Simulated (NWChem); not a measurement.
System: C₃H₅F; SMILES C/C=C\F

Input file for NWChem:

```
start job
memory heap 200 mb stack 900 mb global 1100 mb
geometry units angstroms noautosym nocenter noautoz
  C      0.551505     1.484022     0.000000
  C     -0.651118     0.591119     0.000000
  C     -0.616208    -0.750182     0.000000
  F      0.538386    -1.447688     0.000000
  H      1.488401     0.895530     0.000000
  H      0.560069     2.149442     0.889689
  H      0.560069     2.149442    -0.889689
  H     -1.654755     1.046790     0.000000
  H     -1.502902    -1.405544     0.000000
end
basis spherical
  * library 6-31g*
end
dft
  xc hfexch
  iterations 150
  mulliken
end
task dft energy
esp
  recalculate
  probe 0.07
  range 0.3
  factor 1.0
  spacing 0.02
end
task esp
```

Parts of the log:

```
             Northwest Computational Chemistry Package (NWChem) 7.3.0
             --------------------------------------------------------

                             Geometry "geometry" -> ""
                             -------------------------

 Output coordinates in angstroms (scale by  1.889725989 to convert to a.u.)

  No.       Tag          Charge          X              Y              Z
 ---- ---------------- ---------- -------------- -------------- --------------
    1 C                    6.0000     0.55150500     1.48402200     0.00000000
    2 C                    6.0000    -0.65111800     0.59111900     0.00000000
    3 C                    6.0000    -0.61620800    -0.75018200     0.00000000
    4 F                    9.0000     0.53838600    -1.44768800     0.00000000
    5 H                    1.0000     1.48840100     0.89553000     0.00000000
    6 H                    1.0000     0.56006900     2.14944200     0.88968900
    7 H                    1.0000     0.56006900     2.14944200    -0.88968900
    8 H                    1.0000    -1.65475500     1.04679000     0.00000000
    9 H                    1.0000    -1.50290200    -1.40554400     0.00000000

 Effective nuclear repulsion energy (a.u.)     114.9833955566

  xc_inp: hfexch multiplicative factor not found.

                                 NWChem DFT Module
                                 -----------------

 Summary of "ao basis" -> "ao basis" (spherical)
 ------------------------------------------------------------------------------
       Tag                 Description            Shells   Functions and Types
 ---------------- ------------------------------  ------  ---------------------
 C                           6-31g*                  6       14   3s2p1d
 F                           6-31g*                  6       14   3s2p1d
 H                           6-31g*                  2        2   2s

            General Information
            -------------------
          SCF calculation type: DFT
          Wavefunction type:  closed shell.
          No. of atoms     :     9
          No. of electrons :    32
           Alpha electrons :    16
            Beta electrons :    16
          Charge           :     0
          Spin multiplicity:     1
          Use of symmetry is: off; symmetry adaption is: off
          Maximum number of iterations: 150
          AO basis - number of functions:    66
                     number of shells:    34
          Convergence on energy requested:  1.00D-06
          Convergence on density requested:  1.00D-05
          Convergence on gradient requested:  5.00D-04

              XC Information
              --------------
                     Hartree-Fock (Exact) Exchange  1.000

      Superposition of Atomic Density Guess
      -------------------------------------

 Sum of atomic energies:        -214.84425716

      Non-variational initial energy
      ------------------------------

 Total energy =    -216.806898
 1-e energy   =    -521.096105
 2-e energy   =     189.305812
 HOMO         =      -0.255763
 LUMO         =       0.069652

     ---------------------------------------------
      Total Density - Mulliken Population Analysis
     ---------------------------------------------

    Atom       Charge   Shell Charges
 -----------   ------   -------------------------------------------------------
    1 C    6     6.68   2.00  0.71  2.02  0.69  1.23  0.03
    2 C    6     6.37   2.00  0.73  1.97  0.56  1.08  0.03
    3 C    6     5.59   2.00  0.70  1.61  0.50  0.72  0.06
    4 F    9     9.45   2.00  0.94  3.39  1.01  2.10  0.01
    5 H    1     0.77   0.46  0.31
    6 H    1     0.77   0.46  0.31
    7 H    1     0.77   0.46  0.31
    8 H    1     0.77   0.46  0.31
    9 H    1     0.82   0.47  0.35

   convergence    iter        energy       DeltaE   RMS-Dens  Diis-err
 ---------------- ----- ----------------- --------- --------- ---------
 d= 0,ls=0.0,diis     1   -215.8624091424 -3.31D+02  6.33D-03  3.64D-01
 d= 0,ls=0.0,diis     2   -215.9075009830 -4.51D-02  2.35D-03  7.42D-02
 d= 0,ls=0.0,diis     3   -215.9149478591 -7.45D-03  9.31D-04  6.28D-03
 d= 0,ls=0.0,diis     4   -215.9159015936 -9.54D-04  2.03D-04  1.10D-04
 d= 0,ls=0.0,diis     5   -215.9159305589 -2.90D-05  7.59D-05  1.30D-05
  Resetting Diis
 d= 0,ls=0.0,diis     6   -215.9159346325 -4.07D-06  2.44D-05  1.32D-06
 d= 0,ls=0.0,diis     7   -215.9159350693 -4.37D-07  8.20D-06  2.28D-07

         Total DFT energy =     -215.915935069272
      One electron energy =     -523.619177588751
           Coulomb energy =      220.087391547451
    Exchange-Corr. energy =      -27.367544584617
 Nuclear repulsion energy =      114.983395556645

 Numeric. integr. density =        0.000000000000

                       DFT Final Molecular Orbital Analysis
                       ------------------------------------

 Vector   14  Occ=2.000000D+00  E=-5.281840D-01
              MO Center= -1.6D-01,  2.8D-01, -8.6D-15, r^2= 3.1D+00
   Bfn.  Coefficient  Atom+Function         Bfn.  Coefficient  Atom+Function
  ----- ------------  ---------------      ----- ------------  ---------------
     4      0.295840  1 C  py                18     -0.272541  2 C  py
    32      0.266512  3 C  py                65     -0.187176  9 H  s
    66     -0.175113  9 H  s                 46     -0.168862  4 F  py
     8      0.167583  1 C  py                45     -0.165550  4 F  px
    17     -0.154275  2 C  px                31      0.146072  3 C  px

 Vector   15  Occ=2.000000D+00  E=-5.173127D-01
              MO Center=  1.7D-01,  1.0D+00,  1.7D-15, r^2= 2.4D+00
   Bfn.  Coefficient  Atom+Function         Bfn.  Coefficient  Atom+Function
  ----- ------------  ---------------      ----- ------------  ---------------
     3      0.337584  1 C  px                17     -0.280108  2 C  px
    57      0.242187  5 H  s                 58      0.193575  5 H  s
    63      0.193940  8 H  s                  7      0.192225  1 C  px
    21     -0.173010  2 C  px                64      0.160889  8 H  s
     4     -0.139942  1 C  py                 8     -0.105638  1 C  py

 Vector   16  Occ=2.000000D+00  E=-3.559044D-01
              MO Center= -4.7D-01,  2.3D-02,  7.7D-16, r^2= 2.0D+00
   Bfn.  Coefficient  Atom+Function         Bfn.  Coefficient  Atom+Function
  ----- ------------  ---------------      ----- ------------  ---------------
    33      0.372879  3 C  pz                19      0.364131  2 C  pz
    23      0.325787  2 C  pz                37      0.268161  3 C  pz
    47     -0.204284  4 F  pz                51     -0.189892  4 F  pz
     5     -0.111656  1 C  pz                60     -0.104894  6 H  s
    62      0.104894  7 H  s                  9     -0.094627  1 C  pz

 Vector   17  Occ=0.000000D+00  E= 1.872518D-01
              MO Center= -5.4D-01,  3.9D-02,  4.8D-14, r^2= 2.6D+00
   Bfn.  Coefficient  Atom+Function         Bfn.  Coefficient  Atom+Function
  ----- ------------  ---------------      ----- ------------  ---------------
    37     -0.694601  3 C  pz                23      0.671153  2 C  pz
    33     -0.398876  3 C  pz                19      0.350977  2 C  pz
    60     -0.334748  6 H  s                 62      0.334748  7 H  s
    51      0.186729  4 F  pz                47      0.144736  4 F  pz
     9      0.141282  1 C  pz                59     -0.078225  6 H  s

 Vector   18  Occ=0.000000D+00  E= 2.481709D-01
              MO Center= -4.4D-01,  1.1D+00,  3.4D-13, r^2= 5.6D+00
   Bfn.  Coefficient  Atom+Function         Bfn.  Coefficient  Atom+Function
  ----- ------------  ---------------      ----- ------------  ---------------
     6      1.739516  1 C  s                 64     -1.073314  8 H  s
    60     -0.948347  6 H  s                 62     -0.948347  7 H  s
    66     -0.789783  9 H  s                 21     -0.571438  2 C  px
    34      0.460112  3 C  s                 20      0.435884  2 C  s
    58     -0.396996  5 H  s                 35     -0.387941  3 C  px

[...]

                     NWChem Electrostatic Potential Fit Module
                     -----------------------------------------

 Atom parameters

 Number of atoms is                                    9
 Number of basis functions is                         66

 Grid parameters

 Maximum number of grid points is                  37053
 Number of grid points is                          37052
 Grid range                                     0.300000 nm
 Grid spacing                                   0.020000 nm
 Probe radius                                   0.070000 nm
 Atom radius factor                             1.000000

 Atomic radii

    1    0.100000
    6    0.147000
    9    0.128000
 FASTESP  F
  using M.O. file = ./job.movecs

    Atom              Coordinates                           Charge

                                                  ESP

    1 C     0.055151    0.148402    0.000000    0.186109
    2 C    -0.065112    0.059112    0.000000   -0.229081
    3 C    -0.061621   -0.075018    0.000000    0.024853
    4 F     0.053839   -0.144769    0.000000   -0.174787
    5 H     0.148840    0.089553    0.000000    0.005938
    6 H     0.056007    0.214944    0.088969   -0.025363
    7 H     0.056007    0.214944   -0.088969   -0.025413
    8 H    -0.165476    0.104679    0.000000    0.107910
    9 H    -0.150290   -0.140554    0.000000    0.129833
                                            ------------
                                                0.000000

 Dipole moment                                  0.608501

 Quadrupole moment Qxx                          2.401872
                   Qyy                         -0.769535
                   Qzz                         -1.632337

 RMS deviation kJ/mol                           0.070673

 RRMS %                                        42.852705
```

Level: Hartree-Fock/6-31G* (spherical d). All runs use the structure optimised with PBE-D3(BJ)/def2-SVP.
